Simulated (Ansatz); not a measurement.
The cluster Hf7, relaxed as a triplet with UKS PBE-D4/def2-SVP in Ansatz, starting from the PBE-D4/def2-SVP geometry of the neutral singlet. Force threshold 0.02 eV/Å.

In the def2 sets Hf takes a core potential; there is no spin–orbit coupling. The structure comes from a short search, and lower isomers may exist.

Start:

Cartesian coordinates in Å:
```
Hf -0.749 1.281 -1.891
Hf 0.822 -1.066 -1.991
Hf -0.081 -0.158 2.397
Hf 1.313 -1.901 0.664
Hf -1.363 -0.938 -0.086
Hf -1.305 1.844 0.822
Hf 1.364 0.938 0.086
```

```
        step  energy (eV)  largest force component (eV/Å)  SCF passes
           1   -9143.6238                           0.780         185
2 (rejected)   -9143.5635                           1.298         117
           3   -9143.7425                           0.093         124
           4   -9143.7448                           0.060          78
           5   -9143.7463                           0.023          96
           6   -9143.7464                           0.012          91
           7   -9143.7464                           0.004          81
           8   -9143.7464                           0.004          71
```

Force components are those of the run's own axes.

End:

```
atom   x (Å)   y (Å)   z (Å)
 Hf1  -0.801   1.335  -1.860
 Hf2   0.887  -1.108  -1.991
 Hf3  -0.067  -0.119   2.376
 Hf4   1.300  -1.952   0.691
 Hf5  -1.301  -0.908  -0.117
 Hf6  -1.333   1.860   0.856
 Hf7   1.316   0.893   0.047
```

By distances, no bond broke or formed. The bond that changes most is Hf1–Hf2, from 2.83 to 2.97 Å (atoms count from 1).

The force fell under the threshold at step 6, but the optimiser went on. No frequencies were taken in this run, so the end may be a saddle point.

Run time 7.5 min (4 threads of Intel Xeon on a shared host), peak host memory 1.1 GiB.
